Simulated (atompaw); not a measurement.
## Which change was made? (Lu, PAW (atompaw))

atompaw 4.2.0.5 input, output lines left out:

```
Lu 71
GGA-PBE scalarrelativistic loggrid 2001 logderivrange -2 5 176
6 6 5 4 0 0
6 0 1.75
6 1 0
5 2 1
0 0 0
c
c
c
c
c
v
c
c
c
c
v
c
c
v
c
2
3.00 2.85 2.55 1.85
y
1.15
n
y
0.7
n
y
0.8
n
custom polynom vanderbiltortho sinc
3 0 ultrasoft
3.00
3.00
3.00
3.00
2.45
2.45
```

Cutoffs, loose and tight: the cutoffs (Ry, on a coarse ladder) from which the occupation-weighted sum of valence levels, in a spherical-Bessel basis at the reference potential, stays within 10 and 1 mRy of its value at 400 Ry. They see the waves, projectors and local potential, not the compensation charge or the core.

The base gives: outcome: generated; cutoff, loose: 12 Ry; cutoff, tight: 15 Ry; bound ghosts: p.

(1) After one change the result is: outcome: generated; cutoff, loose: 8 Ry; cutoff, tight: 10 Ry; bound ghosts: none. Which change was it?
A. all radii scaled by about 0.77 (s 2.30, p 2.30, d 1.88 bohr); local potential ultrasoft scheme with l = 3 at 0 Ry, radius 1.96 bohr; augmentation sinc compensation charge, radius 2.18 bohr; PAW radius 2.30 bohr; waves and projectors: custom polynom vanderbiltortho; core correction smooth core density matched at 1.42 bohr
B. all radii scaled by about 1.28 (s 3.84, p 3.84, d 3.14 bohr); local potential ultrasoft scheme with l = 3 at 0 Ry, radius 3.26 bohr; augmentation sinc compensation charge, radius 3.64 bohr; PAW radius 3.84 bohr; waves and projectors: custom polynom vanderbiltortho; core correction smooth core density matched at 2.36 bohr
C. all radii scaled by about 1.17 (s 3.52, p 3.52, d 2.88 bohr); local potential ultrasoft scheme with l = 3 at 0 Ry, radius 2.98 bohr; augmentation sinc compensation charge, radius 3.34 bohr; PAW radius 3.52 bohr; waves and projectors: custom polynom vanderbiltortho; core correction smooth core density matched at 2.16 bohr

## Answers

(1) B. The others give: all radii scaled by about 1.17 (s 3.52, p 3.52, d 2.88 bohr); local potential ultrasoft scheme with l = 3 at 0 Ry, radius 2.98 bohr; augmentation sinc compensation charge, radius 3.34 bohr; PAW radius 3.52 bohr; waves and projectors: custom polynom vanderbiltortho; core correction smooth core density matched at 2.16 bohr → outcome: generated; cutoff, loose: 8 Ry; cutoff, tight: 10 Ry; bound ghosts: p | all radii scaled by about 0.77 (s 2.30, p 2.30, d 1.88 bohr); local potential ultrasoft scheme with l = 3 at 0 Ry, radius 1.96 bohr; augmentation sinc compensation charge, radius 2.18 bohr; PAW radius 2.30 bohr; waves and projectors: custom polynom vanderbiltortho; core correction smooth core density matched at 1.42 bohr → outcome: generated; cutoff, loose: 18 Ry; cutoff, tight: 21 Ry; bound ghosts: s, p.
